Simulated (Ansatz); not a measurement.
A structure relaxed at r2SCAN/def2-SVP in Ansatz, charge 1, doublet:

```xyz
7

Sr    2.043    0.807   -3.774
Sr   -1.404   -0.866   -2.197
Sr    0.444    2.295   -0.366
Sr   -1.128   -2.551    1.645
Sr    0.713    0.595    3.438
Sr   -3.083    0.980    1.454
Sr    2.416   -1.260   -0.200
```

Q: Give its formula and point group.

A: Sr₇⁺. Point group Cs (tolerance 0.1 Å).

Q: Summarise the bond lengths by kind (pairs closer than 1.2 times the sum of covalent radii, bridged metal pairs left out).

A: 15 × Sr–Sr 4.04 to 4.42 Å.

In the def2 sets Sr takes a core potential; there is no spin–orbit coupling. The charge 1 doublet is spin-contaminated (final ⟨S²⟩ up to 2.10, 0.75 for a pure state). Another isomer (doublet) lies 0.26 eV lower at PBE0/def2-TZVP; other spin states weren't run for this one.
